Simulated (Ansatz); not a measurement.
A made-up structure of GeH₃S (charge -1), singlet:

```
atom    x (Å)    y (Å)    z (Å)
  S1   1.4092  -0.3063   1.5513
 Ge2  -0.0115   0.0025  -0.0126
  H3  -1.0290   1.1791   0.2115
  H4   2.1508  -0.5304   2.6691
  H5  -0.9587  -1.2122  -0.3245
```

It is relaxed with PBE-D4/def2-SVPD and then PBE0-D4/def2-TZVPD (Ansatz 0.2.0). Atoms count as bonded within 1.22 times the sum of their covalent radii (H–H: 0.88 Å). The end point is not checked to be a true minimum.

Q: Does its bonding change? (Judge from chemistry; the calculation decides.)

A: Computed: No: no bond forms or breaks.

Where it ends: The first stage lowers the energy by 1.99 eV in 10 steps. It ends as GeH₃S ([SH][GeH2]), total charge -1:
```
5
angstrom
S 1.8620 -0.2226 1.2406
Ge 0.0692 0.0703 -0.3062
H -0.8130 1.0232 0.6468
H 1.1899 -0.4942 2.3721
H -0.7474 -1.2441 0.1414
```

Labels in which every atom is bracketed show which atoms are joined, not bond orders.

For scale, one of the runs: PBE0-D4/def2-TZVPD relaxation, 127 basis functions, launched by `ansatz run in.yaml --threads 2 --pin off --events-out ev --progress --plain --max-ram 4352MiB`. The run took about 57 s on 2 CPU threads of an Intel Xeon (shared host).
